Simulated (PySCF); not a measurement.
Compound: CH9NO3Si4.
SMILES with atom numbers: `[N:1]#[C:2][SiH2:3][O:4][SiH:5]([O:6][SiH3:7])[O:8][SiH3:9]` (hydrogens: H10, H11 on Si3; H12 on Si5; H13, H14, H15 on Si7; H16, H17, H18 on Si9)

Method used: PBE0-D3(BJ)/def2-SVP geometry optimisation, gas phase (PySCF).

(1) Give the optimised bond lengths and angles.

Answers

(1) 
```csv
bond,length (pm)
N1≡C2,116.0
C2–Si3,186.8
Si3–O4,164.3
O4–Si5,166.0
"Si5–O6, Si5–O8",163.6
"O6–Si7, O8–Si9",166.5
"Si3–H10, Si3–H11",148.3
Si5–H12,147.1
Si7–H13 and 5 like bonds,149.1
```

Bonds in one row agree within 1 pm and their mean is given. A selection of angles:
```csv
angle,degrees
N1–C2–Si3,176.9
C2–Si3–O4,107.7
Si3–O4–Si5,140.7
O4–Si5–O6,107.8
O4–Si5–O8,109.2
O6–Si5–O8,110.9
Si5–O6–Si7,152.4
Si5–O8–Si9,147.0
```

Torsions: C2–Si3–O4–Si5 2° (synperiplanar); Si3–O4–Si5–O6 -41° (synclinal); O4–Si5–O6–Si7 119° (anticlinal); O4–Si5–O8–Si9 -67° (synclinal). The mirror-image conformer, all signs reversed, is as good.

Of the pairs four or more bonds apart, N1···Si7 is among the closest relative to their van der Waals radii: 3.56 Å, 97 % of the sum of Bondi's values. Si3 (oxygen-bound silicon) is tetrahedral (angles from 106.9° to 111.9°). Si5 (oxygen-bound silicon) is tetrahedral (angles from 107.8° to 111.4°). The O–Si distances run from 1.634 Å (Si5–O6, drawn single) to 1.665 Å (O6–Si7, drawn single), a spread of 0.031 Å. Si7 (oxygen-bound silicon) is tetrahedral (angles from 108.4° to 110.7°).

Point group: C1 (no symmetry element, even within 0.4 Å). No PBE0-D3(BJ)/def2-SVP frequencies stand behind this structure, so it isn't proved a minimum. The numbers are those of one conformer.
